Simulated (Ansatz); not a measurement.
Input and output for the cluster Li4Br3⁺ (the lowest singlet isomer of a short search).

```yaml
crystal:
  periodic: [false, false, false]
  atoms:
    - {symbol: Li, position_ang: [-0.776781, -2.305071, 0.274617]}
    - {symbol: Li, position_ang: [1.615364, 0.287929, -1.816540]}
    - {symbol: Li, position_ang: [-1.803278, 1.655794, -0.009627]}
    - {symbol: Li, position_ang: [0.694949, 0.260535, 1.118006]}
    - {symbol: Br, position_ang: [1.496342, -1.652170, -0.336959]}
    - {symbol: Br, position_ang: [-1.748568, -0.354120, 1.377740]}
    - {symbol: Br, position_ang: [0.521962, 2.107113, -0.607237]}
basis:
  gaussian: {orbitals: def2-mTZVP, point_charges: [{charge: 0.50, position_ang: [6.611, -0.996, 0.854]}]}
total_charge: 1
hamiltonian: {xc: {name: PBEsol}}
scf: {lower_state_search: light}
```

```sh
$ ansatz run in.yaml --threads 4 --pin off --events-out ev --progress --plain --max-ram 3916MiB
```

It prints (some lines left out):

```
Functional definition: PBEsol
1482 factors; their error is unknown
mean field evaluation 1: about -210779.5833 eV, gradient 3.9e1 eV
mean field evaluation 2: about -210778.4899 eV, gradient 5.1e1 eV
mean field evaluation 4: about -210784.6891 eV, gradient 7.5e-1 eV
mean field evaluation 8: about -210784.6199 eV, gradient 2.2e-2 eV
mean field -210784.61994171 eV, -7746.1919079109 hartree, gradient 6.9e-5 eV, S^2 0.000000; 0 other end points of the search recorded, 0 dependent functions left out
reference -210784.61999169 eV, -7746.1919097475 hartree; 58, 58 occupied and 82, 82 virtual orbitals, 1482 factors
Total energy: -210784.61999169 eV, -7746.1919097475 hartree
```

Run time 1.7 s (4 threads of Arm Neoverse V1 on a shared host).
